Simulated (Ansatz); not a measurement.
Molecule: sum formula SnOCl, net charge 0, doublet state. It need not be the lowest isomer of its formula. SMILES: [O]=[Sn][Cl]
Geometry: optimised at B3LYP-D3(BJ)/def2-TZVP (Ansatz, a quantum-chemistry and plane-wave program).

Computed values are from Ansatz. Correlated levels leave the core frozen unless marked. UHF or UKS for open shells. Spin-orbit coupling is left out. The frozen core is the preceding noble-gas configuration, with the filled d and f shells of earlier blocks. Past Kr the def2 sets carry scalar-relativistic core potentials. CBS marks a two-point X^-3 extrapolation of the correlation energy; Hartree-Fock from the larger set. The bracket is a focal-point correction in the basis named.

```yaml
atomisation energy De: 723.7 kJ/mol at RI-MP2/CBS(def2-TZVPPD,def2-QZVPPD)+[CCSD(T)-MP2]/def2-TZVPPD
total_energy: -748.3930 Eh at RI-MP2/CBS(def2-TZVPPD,def2-QZVPPD)+[CCSD(T)-MP2]/def2-TZVPPD
dipole_moment: 3.32 D at CCSD(T)/def2-SVPD
T1 diagnostic: 0.027 at CCSD/def2-TZVPPD
```
